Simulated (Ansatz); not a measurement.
CH7NSSi can be A, `N[SiH2]CS`, or B, `CN[SiH2]S`.

Gas-phase electronic energies from Ansatz, PBE0-D4/def2-TZVP geometries. CBS: MP2 limit from def2 TZ/QZ plus the TZ coupled-cluster correction, frozen cores. Functionals use def2-TZVPP. B3LYP here is the variant with VWN-RPA as its local correlation; programs differ in this. Each species was taken in one conformer, which may not be the lowest.

A:

Z-matrix (Å, degrees):
```
Si
C 1 1.875
N 1 1.722 2 110.3
H 1 1.494 2 107.4 3 123.3
H 1 1.484 2 109.8 3 -117.2
S 2 1.810 1 111.3 3 52.6
H 2 1.094 1 108.6 3 169.9
H 2 1.093 1 111.9 3 -71.9
H 3 1.006 1 119.5 2 -135.0
H 3 1.007 1 121.3 2 79.1
H 6 1.346 2 96.2 1 -37.7
```

B:

```xyz
11

C    -1.426    1.006    0.417
N    -0.036    0.617    0.325
Si    0.539   -0.842   -0.342
S     2.495   -0.437   -1.107
H    -1.871    0.793    1.397
H    -1.551    2.073    0.210
H    -2.006    0.461   -0.331
H     0.585    1.153    0.910
H    -0.447   -1.222   -1.387
H     0.706   -2.005    0.578
H     3.013   -1.596   -0.670
```

Q: Which isomer does CCSD(T)/CBS put lower? Give the gap. (Best estimate.)

A: The calculation gave: B, by 8.3 kcal/mol.

Q: Give E(B) − E(A) in kcal/mol with PBE-D4, B3LYP-D4, ωB97M-V, PBE0-D4, MP2/def2-TZVPP, CCSD(T)/def2-TZVPP, r2SCAN-D4. (Estimate.)

A: Computed: PBE-D4 -8.4, B3LYP-D4 -8.9, ωB97M-V -8.1, PBE0-D4 -8.8, MP2/def2-TZVPP -8.3, CCSD(T)/def2-TZVPP -8.6, r2SCAN-D4 -8.8. None reverses the order clearly.

Q: Does the order hold for the free energy at 298.15 K (harmonic terms from PBE0-D4)? (Estimate.)

A: The calculation gave: Yes: G(B) − G(A) = -7.6 kcal/mol, for one conformer each.

Largest T1 diagnostic: 0.010.

Leaving LDA and LC-ωPBE aside and taking each functional with its dispersion term where it has one, the values, not all of them listed here, spread over 1.4 kcal/mol, from BHLYP-D4 to ωB97M-V. LDA lies +0.8 kcal/mol from PBE without D4. In def2-TZVPP, CCSD(T) changes the Hartree–Fock value by +2.8 kcal/mol (the triples alone add +0.4 kcal/mol) and MP2 by +3.1 kcal/mol.
